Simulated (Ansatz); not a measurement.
The cluster Nb₃S₄⁺, relaxed as a singlet with RKS B3LYP-D4/def2-SVP in Ansatz, starting from the GFN2-xTB geometry. Force threshold 0.02 eV/Å.

In the def2 sets Nb takes a core potential; there is no spin–orbit coupling. The restricted singlet is unstable towards broken spin symmetry at other levels; at B3LYP-D4/def2-SVP this wasn't settled. The relaxation made no stability test and no search for a lower SCF solution. No other spin state of charge 1 was run. Another isomer (singlet) lies 0.29 eV lower at PBE0-D4/def2-TZVP; other spin states weren't run for this one.

Start:

| atom | x (Å) | y (Å) | z (Å) |
| --- | --- | --- | --- |
| Nb1 | 1.355 | -0.539 | -0.475 |
| Nb2 | 0.396 | 1.656 | -2.146 |
| Nb3 | -1.491 | -0.305 | 1.602 |
| S4 | 1.116 | 0.428 | 1.596 |
| S5 | -0.543 | -1.839 | -0.398 |
| S6 | -3.093 | -0.589 | 3.133 |
| S7 | 2.260 | 1.188 | -3.312 |

(1) Estimate the energy that the relaxation releases and the steps that it takes.

(2) Does the start keep its bonding?

(3) Predict the relaxed structure.

Answers

(1) 568.5 kJ/mol, in 24 steps; 2.4 min on 4 threads of Arm Neoverse V2 on a shared host. No frequencies were taken in this run, so the end may be a saddle point.

(2) Bonds formed: Nb1–S7, Nb2–S5, Nb2–S6 (atoms count from 1). Metal–metal contacts that move far: Nb2–Nb3 4.63 to 2.94 Å.

(3) 
| atom | x (Å) | y (Å) | z (Å) |
| --- | --- | --- | --- |
| Nb1 | 1.374 | 0.039 | -0.385 |
| Nb2 | -0.771 | 0.609 | -1.099 |
| Nb3 | -0.659 | -0.851 | 1.454 |
| S4 | 1.347 | -0.030 | 2.108 |
| S5 | -0.291 | -1.854 | -0.677 |
| S6 | -2.078 | 0.850 | 1.019 |
| S7 | 1.077 | 1.238 | -2.420 |
Bond lengths (bridged metal pairs left out): 9 × Nb–S 2.26 to 2.55 Å.
